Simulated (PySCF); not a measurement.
C₃H₅O₃S (doublet state).
Cartesian coordinates in Å at the GFN2-xTB level; atoms count from 1:
```xyz
12
C3H5O3S angstrom
O      0.6499   -1.8314    0.1406
S      1.0159   -0.5049    0.5096
O      1.7107   -0.2799    1.7413
O      1.9547    0.1107   -0.6624
C     -0.4212    0.5737    0.3621
C     -1.7112   -0.0635    0.4254
C     -1.2048    0.2844   -0.8961
H      2.7445    0.4921   -0.2763
H     -0.2004    1.5640    0.7218
H     -2.0737   -0.9550    0.8827
H     -1.6420    1.1130   -1.4386
H     -0.8213   -0.5040   -1.5362
```

The hyperfine couplings belong to this conformer and change with its torsions.

As a line formula: `O=S([C@@H]1[CH]C1)(O)=O` [radical].

Computed with UKS B3LYP, pcH-1 on C H O S, non-relativistic, mean-field spin-orbit, GIAO (PySCF). The structure is a single GFN2-xTB conformer in the gas phase; no vibrational or solvent corrections. A GFN2-xTB geometry isn't a minimum of the functional, and hyperfine couplings can be far from their values at a DFT geometry. No stability test was run, so a lower SCF solution isn't excluded.

Principal values of hyperfine tensors in MHz (contact, dipolar and spin–orbit terms together), for some of the nuclei:

| atom | isotope | A1 | A2 | A3 |
| --- | --- | --- | --- | --- |
| C6 | 13C | 176.23 | 180.79 | 405.31 |
| H11 | 1H | 86.28 | 88.14 | 102.79 |
| H12 | 1H | 79.55 | 81.77 | 91.41 |
| H9 | 1H | 62.47 | 64.92 | 77.24 |
| S2 | 33S | 31.71 | 32.06 | 43.11 |
| C7 | 13C | -25.15 | -20.38 | -15.02 |
| H10 | 1H | -54.32 | -24.13 | 18.52 |
| O4 | 17O | -15.56 | -8.86 | -8.45 |

Question: Split each tensor into its isotropic and traceless parts, and turn a_iso into mT with g = 2.0027.

Answer: a_iso = (A1 + A2 + A3)/3, Ti = Ai − a_iso; 1 mT corresponds to 28.030 MHz. The tensors hold a spin–orbit part: the run splits a_iso into a_FC + a_SO, and T includes its anisotropic share.

| atom | a_iso (MHz) | a_FC | a_SO | a_iso (mT) | T1 | T2 | T3 |
| --- | --- | --- | --- | --- | --- | --- | --- |
| C6 | 254.11 | 254.21 | -0.10 | 9.066 | -77.88 | -73.32 | 151.20 |
| H11 | 92.40 | 92.40 | 0.00 | 3.296 | -6.12 | -4.26 | 10.39 |
| H12 | 84.24 | 84.24 | 0.00 | 3.005 | -4.69 | -2.47 | 7.17 |
| H9 | 68.21 | 68.21 | 0.00 | 2.434 | -5.74 | -3.29 | 9.03 |
| S2 | 35.63 | 35.71 | -0.08 | 1.271 | -3.92 | -3.56 | 7.49 |
| C7 | -20.19 | -20.20 | 0.01 | -0.720 | -4.96 | -0.20 | 5.16 |
| H10 | -19.97 | -19.99 | 0.01 | -0.713 | -34.34 | -4.15 | 38.49 |
| O4 | -10.96 | -10.93 | -0.02 | -0.391 | -4.60 | 2.10 | 2.50 |

Question: What spin density at the nucleus of H9 lies behind its contact coupling (g_N = 5.58569)?

Answer: a_FC = (2μ0/3) gₑ μB g_N μN ρ(0)/(2S·h) = 800.24 MHz × g_N × ρ(0)/(2S), with ρ in bohr⁻³. With a_FC = 68.21 MHz and 2S = 1, ρ(0) = 0.01526 bohr⁻³. In magnitude that is 4.8 % of the 1/π = 0.318 of a free hydrogen atom.

Question: C5 (13C, g_N = 1.40482) isn't in the table. Its spin density at the nucleus is -0.01526 bohr⁻³. What is its contact coupling?

Answer: By the same relation, a_FC = -17.16 MHz. Its full tensor has the principal values -20.60, -17.91, -12.96 MHz.

Question: Which nucleus of the table has the largest anisotropic coupling, and what is its form?

Answer: C6: -77.9, -73.3, 151.2 MHz, nearly axial, close to the ratio −1:−1:+2, the form that spin in one p orbital centred on that nucleus gives.

Question: In a single crystal, with the field along each principal axis of the tensor of H12 in turn, what first-order splitting does this nucleus give (isotropic g, quadrupole terms neglected)?

Answer: 2 lines (I = 1/2), spaced by |A_i|/(g × 13.996): 2.84, 2.92, 3.26 mT along the axes of A1, A2 and A3.
